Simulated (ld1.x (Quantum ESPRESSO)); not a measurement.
**rhenium: one change to an ultrasoft potential, before and after**

```
Element                 : rhenium
Generator               : ld1.x (Quantum ESPRESSO) 7.5
Type                    : ultrasoft
Functional              : PBE
Relativity              : scalar-relativistic
Frozen core             : [Xe] 4f14
Valence charge          : 7
Reference configuration : 5d5 6s1 6p0 (charge +1)
Partial waves           : 6s (bound): rcut 2.05, rcutus 2.45 bohr; 6s channel at 0.1 Ry: rcut 2.05, rcutus 2.45 bohr; 6p (bound, empty): rcut 2.25, rcutus 2.90 bohr; 6p channel at 0.05 Ry: rcut 2.25, rcutus 2.90 bohr; 5d (bound): rcut 2.20, rcutus 2.40 bohr; 5d channel at -0.15 Ry: rcut 2.20, rcutus 2.40 bohr
Local potential         : all-electron potential smoothed inside 2.35 bohr (lloc = -1)
Core correction         : Bessel-smoothed model core inside 2.20 bohr
Augmentation charge     : PSQ, inside the norm-conserving radii
```

Change: all radii but the core radius scaled by about 0.93 (s 2.28, p 2.70, d 2.22 bohr, rcut 1.90/2.08/2.04); local potential all-electron potential smoothed inside 2.18 bohr (lloc = -1).

Cutoffs: the cutoffs (Ry, on a coarse ladder) from which the occupation-weighted sum of valence levels, in a spherical-Bessel basis at the reference potential, stays within 10 and 1 mRy of its value at 400 Ry; they do not see the model core or the augmentation charge, which bear on the density cutoff. Errors are all-electron minus pseudo energies relative to the spin-unpolarised reference configuration.

Predict the effect on cutoff, ghosts and configuration errors.

The potential gets harder (18 Ry and 30 Ry → 21 Ry and 35 Ry); a bound ghost appears in p, s, which as a rule spoils a file; of the 7 tests that both files solve, the error grows in 2 and shrinks in 2 by more than 15 % and 0.3 meV (median size 7.7 → 10.4 meV). A smaller radius makes the pseudo-wave follow the all-electron one further in, where it bends more sharply, so more plane waves are needed.

| quantity | base | changed |
| --- | --- | --- |
| cutoff, loose | 18 Ry | 21 Ry |
| cutoff, tight | 30 Ry | 35 Ry |
| loose cutoff by channel (10 mRy a level) | s 6 Ry, d 15 Ry | s 6 Ry, d 18 Ry |
| bound ghosts | none | s, p |
| error for 5d5 6s2 6p0, meV [ΔE -9.25 eV] | +2.6 | +2.3 |
| error for 5d5 6s0 6p0, meV [ΔE 16.32 eV] | -7.7 | -10 |
| error for 5d4 6s0 6p0, meV [ΔE 43.45 eV] | -214 | -191 |
| error for 5d5 6s1 6p1, meV [ΔE -4.46 eV] | +1.9 | +1.7 |
| error for 5d4 6s2 6p1, meV [ΔE -4.19 eV] | -61 | -37 |
| error for 5d5 6s0 6p1, meV [ΔE 5.81 eV] | -1.9 | -2.4 |
| error for 5d6 6s1 6p0, meV [ΔE -8.30 eV] | -34 | -28 |
| lowest overlap eigenvalue by channel | s 0.44, p 0.54, d 0.77 | s 0.55, p 0.61, d 0.98 |

 A true bound ghost makes a file unfit for plane-wave use even where its test errors are small: the radial tests pick states by their node count and pass the ghost by.
